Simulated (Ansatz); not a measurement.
`B/C=[CH]\[GaH][SiH3]`, charge 0, multiplicity 1.

(1) Give a relaxed structure at PBE0-D4/def2-TZVP (Ansatz). (Estimate.)

Results:

(1) Ansatz gave: 
Z-matrix (Å, degrees):
```
Si
Ga 1 2.412
H 1 1.490 2 112.5
H 1 1.492 2 110.2 3 -119.7
H 1 1.490 2 111.5 3 121.3
C 2 1.988 1 119.0 3 -153.3
H 2 1.573 1 122.3 3 35.7
C 6 1.354 2 113.4 1 92.7
H 6 1.092 2 126.6 1 -87.0
B 8 1.514 6 115.4 2 2.4
H 8 1.090 6 121.1 2 -179.5
H 10 1.193 8 128.6 6 175.9
H 10 1.234 8 116.6 6 -3.5
```
This is one stationary point; other conformers may exist.
